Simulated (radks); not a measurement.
Species: Tc1.75+. Configuration: [Kr] 4d4.25 5s1 (fractional occupations, a model configuration).

Calculated with a radial shooting solver on a logarithmic mesh with Libxc functionals: Dirac Kohn-Sham, PBE, spin-unpolarised, spherical densities, finite nucleus; open shells are shared between the two j in proportion to 2j + 1; Fermi nuclear charge, rms radius 4.4112 fm.

Energy parts (hartree):
total: -4285.40277
kinetic: 4451.43439
electron-nucleus: -10329.88412
Hartree: 1721.00829
exchange-correlation: -127.96133

Orbitals (lengths in bohr, moments of r in powers of bohr; <r^-3> diverges for s and p1/2):
| orbital | occ. | eigenvalue (hartree) | <r^2> | <r^-3> |
|---|---|---|---|---|
| 1s1/2 | 2 | -767.1379 | 0.001586 | - |
| 2s1/2 | 2 | -109.9756 | 0.02632 | - |
| 2p1/2 | 2 | -101.4607 | 0.01983 | - |
| 2p3/2 | 4 | -97.11507 | 0.02119 | 2593 |
| 3s1/2 | 2 | -19.68399 | 0.1975 | - |
| 3p1/2 | 2 | -16.41170 | 0.1948 | - |
| 3p3/2 | 4 | -15.68491 | 0.2048 | 439.8 |
| 3d3/2 | 4 | -9.89748 | 0.1892 | 64.97 |
| 3d5/2 | 6 | -9.75776 | 0.1923 | 61.79 |
| 4s1/2 | 2 | -3.32095 | 1.258 | - |
| 4p1/2 | 2 | -2.36110 | 1.498 | - |
| 4p3/2 | 4 | -2.25137 | 1.575 | 66.53 |
| 4d3/2 | 1.7 | -0.83854 | 2.951 | 5.690 |
| 4d5/2 | 2.55 | -0.82664 | 3.007 | 5.376 |
| 5s1/2 | 1 | -0.65056 | 8.918 | - |

The highest occupied level is 5s1/2 at -17.703 eV. The electron density at the nucleus is 1.002e+05 e/bohr^3. The density falls to 0.001 e/bohr^3 at r = 4.00 bohr.
